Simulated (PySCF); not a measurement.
Choosing a molecule for a target property.

All species are isolated and taken at one optimised geometry, non-relativistic unless stated; the electronic structure was computed with PySCF and density fitting.

Dipoles, sizes and rotational constants follow the conformer. The torsions of the flexible species, by atom-mapped SMILES:
- `[CH2:1]=[C:2]([CH:3]1[CH2:4][CH2:5]1)[Si@:6]1([PH2:7])[CH2:8][CH2:9][O:10]1`: C1–C2–C3–C4 150°, C1–C2–Si6–P7 -112°, H–P7–Si6–C2 21°, H–P7–Si6–C2 114°
- `[CH3:1][SiH:2]([CH3:3])[n:4]1[cH:5][cH:6][c:7]([C:8]#[N:9])[n:10]1`: C1–Si2–N4–C5 -120°
- `[CH3:1][C:2]([CH3:3])([CH3:4])[c:5]1[o:6][cH:7][p:8][c:9]1[SiH3:10]`: C1–C2–C5–O6 -15°
- `[CH3:1][CH:2]([CH3:3])[C@@H:4]1[CH2:5][P@H:6](=[S:7])[C@@H:8]1[CH3:9]`: C1–C2–C4–C5 -179°

The conformers of `C=P1(CC)CCSCC1` aren't listed.

(1) Wanted: HOMO–LUMO gap below 6.2 eV (PBE0/pcSseg-1) and HOMO energy above -7.9 eV (PBE0/pcSseg-1), at GFN2-xTB geometries. Which candidate meets both?
A. `N#Cc1nn([SiH](C)C)cc1`
B. `C=C(C1CC1)[Si@]1(P)CCO1`
C. `CC(C)(C)c1ocpc1[SiH3]`
D. `C1([C@@H](C=1)C#C)C#N`
E. `C=P1(CC)CCSCC1`
F. `CC(C)[C@@H]1C[P@H](=S)[C@@H]1C`

Answers

(1) C. Computed values:
```
                       species  HOMO–LUMO gap  HOMO energy
         C1([C@@H](C=1)C#C)C#N        5.75 eV     -7.93 eV
         CC(C)(C)c1ocpc1[SiH3]        5.93 eV     -6.74 eV
                C=P1(CC)CCSCC1        6.37 eV     -5.27 eV
       C=C(C1CC1)[Si@]1(P)CCO1        6.69 eV     -7.03 eV
         N#Cc1nn([SiH](C)C)cc1        6.93 eV     -7.80 eV
CC(C)[C@@H]1C[P@H](=S)[C@@H]1C        7.07 eV     -6.56 eV
```
